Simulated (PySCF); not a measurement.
GaH3, SMILES [GaH3].

Geometry: PBE0-D3(BJ)/def2-TZVPD. The isomer is the one that the SMILES or the coordinates give; other isomers of the formula were not compared.

All values below come from B3LYP/def2-TZVPD in PySCF.

The molecule is in vacuum.

Computed frontier levels, gap, dipole moment and polarisability:
```yaml
highest_occupied_level: -8.41 eV
lowest_empty_level: -2.12 eV
orbital_gap: 6.28 eV
dipole_moment: 0.00 D
quadrupole, principal values (traceless, Buckingham form, about the centre of nuclear charge): -2.74, -2.74, 5.47 D·Å
mean_static_polarisability: 33.5 bohr³ (4.97 Å³)
polarisability_principal_values: 25.8, 37.4, 37.4 bohr³
```
